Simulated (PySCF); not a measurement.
B2PLYP on Br²⁺ (bromine, charge +2), [Ar] 3d10 4s2 4p2 5s1, high-spin 4P determinant (an excited configuration). Computed with PySCF 2.14 in aug-cc-pVDZ-PP with ECP10MDF (5s4p3d, 32 functions), with a scalar-relativistic core potential.

```
cycle= 3 E= -414.497143529682  delta_E= -0.000448  |g|= 0.0061  |ddm|= 0.0682
cycle= 4 E= -414.49754655131  delta_E= -0.000403  |g|= 0.00632  |ddm|= 0.0593
cycle= 5 E= -414.49344000792  delta_E= 0.00411  |g|= 0.0183  |ddm|= 0.816
cycle= 6 E= -414.493288320067  delta_E= 0.000152  |g|= 0.0199  |ddm|= 0.0516
cycle= 7 E= -414.493250331574  delta_E= 3.8e-05  |g|= 0.0206  |ddm|= 0.00889
cycle= 8 E= -414.493280991018  delta_E= -3.07e-05  |g|= 0.0196  |ddm|= 0.0157
cycle= 9 E= -414.49347766168  delta_E= -0.000197  |g|= 0.0112  |ddm|= 0.143
cycle= 10 E= -414.493477318145  delta_E= 3.44e-07  |g|= 0.00442  |ddm|= 0.193
cycle= 11 E= -414.493458062477  delta_E= 1.93e-05  |g|= 0.00173  |ddm|= 0.112
cycle= 12 E= -414.493453094001  delta_E= 4.97e-06  |g|= 0.000232  |ddm|= 0.0781
cycle= 13 E= -414.49345320499  delta_E= -1.11e-07  |g|= 4.15e-05  |ddm|= 0.00678
cycle= 14 E= -414.493453150535  delta_E= 5.45e-08  |g|= 6.7e-06  |ddm|= 0.00553
cycle= 15 E= -414.493453150157  delta_E= 3.78e-10  |g|= 2.15e-06  |ddm|= 0.000451
converged SCF energy = -414.493453150157  <S^2> = 3.7518867  2S+1 = 4.0009432
```

Highest occupied orbital energy: -15.297 eV; ⟨L²⟩ = 3.66; populations by l: s 4.72, p 8.00, d 10.28.

Can this result be used?

Not for this state. Self-consistency was reached. The log shows the SCF part alone; with the PT2 term the energy is -414.5160 hartree. ⟨L²⟩ = 3.66 against 2 for a pure P term, so this real determinant mixes terms. Energies and moments cover only the electrons outside the core potential. The outer electron is Rydberg-like, and this basis confines it to a smaller radius and binds it less than a complete one would. The s, p, d and f populations moved away from the nominal configuration during the SCF.
